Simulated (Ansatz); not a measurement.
Total energies of H8OSSi3 (`O[SiH]([SiH3])[SiH2]S`).

```xyz
13

O    -1.6631   -0.7940   -0.6747
Si   -0.6436    0.0804    0.2942
Si   -0.7124    2.3236   -0.3595
Si    1.4680   -0.9192    0.0876
S     1.0601   -3.0383   -0.0135
H    -1.4227   -1.7211   -0.7747
H    -1.0312   -0.0302    1.7353
H     0.1987    3.0949    0.5309
H    -2.0839    2.8870   -0.2452
H    -0.2415    2.4663   -1.7627
H     2.4257   -0.6044    1.1818
H     2.1144   -0.6352   -1.2200
H     0.5314   -3.1099    1.2206
```

Charge 0, multiplicity 1. Geometry: relaxed with PBE0-D4/def2-TZVP. It is one conformer, not always the lowest. Basis def2-TZVPP, Ansatz 0.2.0.

RPA on PBE orbitals: Hartree–Fock energy of these orbitals -1343.92026 Eh, correlation -1.41561 Eh (frozen core).

| functional | energy without D4 (Eh) | D4 term (kJ/mol) |
| --- | --- | --- |
| LDA (SPW92) | -1341.39979 | – |
| PBE | -1346.13398 | -35.5 |
| revPBE | -1346.56532 | -90.1 |
| BLYP | -1346.80577 | -75.0 |
| r2SCAN | -1346.70284 | -8.9 |
| B97M-V | -1346.50426 | – |
| PBE0 | -1346.25858 | -30.8 |
| B3LYP | -1346.93316 | -57.6 |
| r2SCANh | -1346.69181 | -9.7 |
| r2SCAN0 | -1346.67669 | -10.7 |
| HSE06 (plane-wave form) | -1346.22734 | -29.1 |
| BHLYP | -1346.80587 | -49.2 |
| CAM-B3LYP | -1346.84614 | -32.0 |
| LC-ωPBE | -1346.41917 | – |
| ωB97X-V | -1346.62618 | – |
| ωB97M-V | -1346.71885 | – |
| B2PLYP | -1346.30097 | – |
| PBE-QIDH | -1345.90773 | – |

B3LYP takes the VWN-RPA correlation (the form of Gaussian; ORCA's B3LYP/G). HSE06 is the plane-wave form, built on full-range PBE exchange. The double hybrids freeze the cores in their second-order part.

LC-ωPBE has ω = 0.4 bohr⁻¹.
